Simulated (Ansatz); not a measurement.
Single points on the cluster NaLi₆⁺.

```yaml
crystal:
  periodic: [false, false, false]
  atoms:
    - {symbol: Li, position_ang: [1.223608, 2.440755, 0.086039]}
    - {symbol: Li, position_ang: [0.203586, -2.502242, -1.155496]}
    - {symbol: Li, position_ang: [2.225205, -0.023611, -1.640343]}
    - {symbol: Li, position_ang: [-0.707299, 0.382889, -0.989273]}
    - {symbol: Li, position_ang: [0.727183, -0.405975, 0.960737]}
    - {symbol: Li, position_ang: [-2.053644, -1.578639, 0.871151]}
    - {symbol: Na, position_ang: [-1.618639, 1.686813, 1.867174]}
basis:
  gaussian: {orbitals: def2-TZVP, initial_orbitals: start.molden}
total_charge: 1
magnetization: {spin_polarized: true, initial_magnetization: 2}
hamiltonian: {xc: r2scan}
scf: {omitted_lower_state_checks: [starts]}
output: {orbitals: {seedname: orbitals}}
```

The file start.molden holds the orbitals of an earlier run on this structure, at another level or in another basis.

```sh
$ ansatz run in.yaml --threads 4 --pin off --events-out ev --progress --plain --max-ram 3916MiB
```

Output, abridged:

```
Functional definition: r2SCAN
1051 factors; their error is unknown
mean field evaluation 1: about -5637.1267 eV, gradient 3.6e0 eV
mean field evaluation 2: about -5637.1692 eV, gradient 8.2e-2 eV
mean field evaluation 4: about -5637.1639 eV, gradient 5.5e-2 eV
mean field evaluation 8: about -5637.1643 eV, gradient 4.8e-4 eV
mean field evaluation 16: about -5637.1643 eV, gradient 5.5e-6 eV
mean field -5637.16431470 eV, -207.1619675580 hartree, gradient 5.5e-6 eV, S^2 2.135208; 0 other end points of the search recorded, 0 dependent functions left out
reference -5637.16437888 eV, -207.1619699166 hartree; 15, 13 occupied and 101, 103 virtual orbitals, 1051 factors
Total energy: -5637.16437888 eV, -207.1619699166 hartree
Checks for a lower state left out: starts
```

Run time 9 s (4 threads of Arm Neoverse V1 on a shared host).

First input, but with `hamiltonian: {xc: pbe}` (abridged; 4.5 s):

```
Functional definition: PBE
mean field evaluation 16: about -5632.0380 eV, gradient 1.4e-5 eV
mean field -5632.03802015 eV, -206.9735797081 hartree, gradient 4.8e-6 eV, S^2 2.031000
Total energy: -5632.03809622 eV, -206.9735825035 hartree
Checks for a lower state left out: starts
```

As the first input, with `gaussian: {orbitals: def2-TZVP}`, `hamiltonian: {xc: pbe0}` (abridged; 6.5 s):

```
Functional definition: PBE0
mean field evaluation 16: about -5633.0719 eV, gradient 1.7e-3 eV
mean field evaluation 32: about -5633.0811 eV, gradient 1.5e-2 eV
mean field -5633.08110115 eV, -207.0119122279 hartree, gradient 8.1e-6 eV, S^2 2.056141
Total energy: -5633.08115785 eV, -207.0119143115 hartree
Checks for a lower state left out: starts
```

Geometry: PBE/def2-TZVP, that of the charge +1 singlet.

At r2SCAN/def2-TZVP the charge 1 triplet is spin-contaminated (final ⟨S²⟩ up to 2.14, 2.00 for a pure state). At PBE0/def2-TZVP a singlet of charge 1 lies 0.87 eV below the triplet at the same geometry. The structure comes from a short search, and lower isomers may exist.
